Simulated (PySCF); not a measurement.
Ionisation energy of Mn⁺ by level of theory

Mn⁺ [Ar] 3d5 4s1 (7S) → Mn²⁺ [Ar] 3d5 (6S), as a difference of total energies. All numbers are calculated (PySCF 2.14, scalar relativity by spin-free X2C-1e, in cc-pVDZ-DK (6s5p3d1f, 43 functions)). Correlated levels: valence: [Ar] frozen. The calculations carry no spin-orbit coupling.

```
           method  ionisation energy (eV)  error (eV)
              UHF                  14.885      -0.755
             TPSS                  15.954      +0.314
           r2SCAN                  16.111      +0.471
    MP2 (valence)                  15.276      -0.364
SCS-MP2 (valence)                  15.016      -0.624
```

Reference: 15.640 eV (measured; NIST Atomic Spectra Database, ionization energies).

Errors of the correlated levels include the incompleteness of this basis and the frozen core.
